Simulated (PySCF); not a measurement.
C2H8OSSi2, SMILES CS[SiH2][SiH2]C=O, GFN2-xTB optimised geometry.

```
14

C      2.02     2.46     0.09
S      1.95     0.64     0.04
Si    -0.19     0.37     0.03
Si    -0.55    -1.91     0.00
C     -2.46    -1.91     0.00
O     -3.07    -0.87     0.00
H      1.54     2.82     0.99
H      3.07     2.73     0.10
H      1.54     2.86    -0.79
H     -0.67     1.09     1.22
H     -0.66     1.12    -1.14
H     -0.14    -2.68    -1.18
H     -0.14    -2.71     1.16
H     -3.03    -2.86     0.00
```

Density from PySCF 2.14.0 with PBE/def2-TZVP at that geometry.

Minimum of the electron density along straight lines between bonded atoms, close to the bond critical point (lines longer than 1.1 times the sum of covalent radii, or with two minima, are not listed):

```tsv
bond	length / Å	ρ at the minimum / e bohr⁻³	∇²ρ there / e bohr⁻⁵	position (fraction from the first atom)
C1–S2	1.815	0.175	?	0.47
S2–Si3	2.158	0.096	?	0.64
Si3–Si4	2.307	0.096	-0.17	0.49
Si4–C5	1.916	?	0.15	0.39
C5–O6	1.208	0.417	-0.01	0.34
C1–H7	1.086	0.281	-0.96	0.65
C1–H8	1.085	0.280	-0.96	0.65
C1–H9	1.086	0.281	-0.96	0.65
Si3–H10	1.467	0.123	0.16	0.50
Si3–H11	1.467	0.123	0.16	0.50
Si4–H12	1.467	0.122	0.17	0.50
Si4–H13	1.468	0.122	0.17	0.50
C5–H14	1.109	0.274	-0.93	0.65
```

**Question.** Fill in the missing entries.

**Answer.** 
- C1–S2, ∇²ρ there / e bohr⁻⁵: -0.26
- S2–Si3, ∇²ρ there / e bohr⁻⁵: 0.08
- Si4–C5, ρ at the minimum / e bohr⁻³: 0.114
